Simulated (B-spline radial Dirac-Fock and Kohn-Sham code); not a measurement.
Elastic and transport cross sections of cadmium for electrons

Method: relativistic (Dirac) partial waves in the static field of the Dirac-Fock atom with Furness-McCarthy exchange, without polarisation or absorption potentials. Computed with a radial B-spline solver. Below a few hundred eV the neglected polarisation potential matters, most of all at small angles. σ_tr1 and σ_tr2 weight the cross section with 1 − P₁ and 1 − P₂ of cos θ; "backward" is the share scattered beyond 90°.

| energy (eV) | σ (a₀²) | σ_tr1 (a₀²) | σ_tr2 (a₀²) | σ/σ_tr1 | backward (%) |
| --- | --- | --- | --- | --- | --- |
| 50 | 28.8 | 19.9 | 19.9 | 1.45 | 38 |
| 50.9 | 29.2 | 19.9 | 20.0 | 1.46 | 37 |
| 56.9 | 30.5 | 19.5 | 19.8 | 1.56 | 35 |
| 62.1 | 30.7 | 18.5 | 19.0 | 1.66 | 32 |
| 62.8 | 30.7 | 18.4 | 18.8 | 1.67 | 32 |
| 64.9 | 30.5 | 17.8 | 18.4 | 1.71 | 31 |
| 72.5 | 29.4 | 15.7 | 16.6 | 1.87 | 26 |
| 88.3 | 26.1 | 11.9 | 13.7 | 2.19 | 18 |
| 100 | ? | ? | ? | ? | ? |
| 116 | 21.9 | 8.60 | 11.3 | 2.55 | 12 |
| 128 | 20.8 | 7.94 | 10.8 | 2.62 | 11 |
| 130 | 20.6 | 7.86 | 10.7 | 2.63 | 11 |
| 135 | 20.3 | 7.67 | 10.5 | 2.64 | 11 |
| 158 | 18.9 | 7.09 | 9.61 | 2.67 | 11 |
| 200 | 17.2 | 6.51 | 8.17 | 2.64 | 14 |
| 261 | 15.4 | 5.87 | 6.42 | 2.62 | 16 |
| 300 | 14.4 | 5.47 | 5.58 | 2.64 | 17 |
| 393 | 12.7 | 4.62 | 4.21 | 2.76 | 18 |
| 465 | 11.7 | 4.06 | 3.55 | 2.89 | 17 |

Question: Fill in the row for 100 eV.

Answer: σ = 24.0 a₀², σ_tr1 = 10.1 a₀², σ_tr2 = 12.4 a₀², σ/σ_tr1 = 2.38, backward 15 %. The ratio σ/σ_tr1 is roughly the number of elastic collisions that randomise the direction.
